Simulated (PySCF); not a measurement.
**Electron correlation in Al⁺ (aluminium, charge +1)**

[Ne] 3s2, closed-shell 1S. Calculation: PySCF 2.14, in aug-cc-pV(T+d)Z with one added diffuse shell each of s, p, d, f type (7s6p5d3f, 71 functions); no relativity, point nucleus. Frozen: [Ne]; 2 electrons correlated.

With two correlated electrons CCSD is exact within the correlated space (frozen core and kept virtual orbitals).

| level | correlation energy (mhartree) |
| --- | --- |
| CCSD | -39.57 |

Diagnostics: T1 = 0.0086, D1 = 0.0121, largest double amplitude 0.110.

Cost of the coupled-cluster step: of the order of 0.6 core-seconds, for 2 correlated electrons.
